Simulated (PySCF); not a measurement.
Species: C9H9NS.
Atom-mapped SMILES: `[CH:1]#[C:2][C@@:3]([CH:4]=[CH2:5])([CH2:6][CH3:7])[C:8](=[S:9])[C:10]#[N:11]` (hydrogens: H12 on C1; H13 on C4; H14, H15 on C5; H16, H17 on C6; H18, H19, H20 on C7)

Theory: PBE0-D3(BJ)/def2-SVP geometry optimisation, gas phase in PySCF.

What internal coordinates does the optimisation give?

```json
{"bond": "C1≡C2", "length (Å)": "1.211"}
{"bond": "C2–C3", "length (Å)": "1.470"}
{"bond": "C3–C4", "length (Å)": "1.519"}
{"bond": "C4=C5", "length (Å)": "1.331"}
{"bond": "C3–C6", "length (Å)": "1.550"}
{"bond": "C6–C7", "length (Å)": "1.518"}
{"bond": "C3–C8", "length (Å)": "1.538"}
{"bond": "C8=S9", "length (Å)": "1.623"}
{"bond": "C8–C10", "length (Å)": "1.439"}
{"bond": "C10≡N11", "length (Å)": "1.160"}
{"bond": "C1–H12", "length (Å)": "1.075"}
{"bond": "C4–H13", "length (Å)": "1.095"}
{"bond": "C5–H14", "length (Å)": "1.092"}
{"bond": "C5–H15", "length (Å)": "1.094"}
{"bond": "C6–H16", "length (Å)": "1.101"}
{"bond": "C6–H17", "length (Å)": "1.101"}
{"bond": "C7–H18, C7–H19, C7–H20", "length (Å)": "1.100"}
```

Bonds in one row agree within 0.01 Å and their mean is given. A selection of angles:
```json
{"angle": "C1–C2–C3", "degrees": "178.9"}
{"angle": "C2–C3–C4", "degrees": "109.1"}
{"angle": "C2–C3–C6", "degrees": "108.8"}
{"angle": "C2–C3–C8", "degrees": "103.3"}
{"angle": "C4–C3–C6", "degrees": "110.6"}
{"angle": "C4–C3–C8", "degrees": "111.6"}
{"angle": "C6–C3–C8", "degrees": "113.1"}
{"angle": "C3–C4–C5", "degrees": "125.7"}
{"angle": "C3–C6–C7", "degrees": "115.7"}
{"angle": "C3–C8–S9", "degrees": "126.3"}
{"angle": "C3–C8–C10", "degrees": "115.5"}
{"angle": "S9–C8–C10", "degrees": "118.2"}
{"angle": "C8–C10–N11", "degrees": "177.8"}
```

Torsions: C2–C3–C4–C5 -142° (anticlinal); C2–C3–C6–C7 -174° (antiperiplanar); C2–C3–C8–S9 -109° (anticlinal).

Of the pairs four or more bonds apart, C5···C10 is among the closest relative to their van der Waals radii: 3.08 Å, 91 % of the sum of Bondi's values. The 8 C–C bonds span 1.211 Å (C1≡C2, drawn triple) to 1.550 Å (C3–C6, drawn single), a spread of 0.339 Å.

Point group: C1 (no symmetry element, even within 0.4 Å). Stationary, but not proved a minimum. The numbers are those of one conformer.
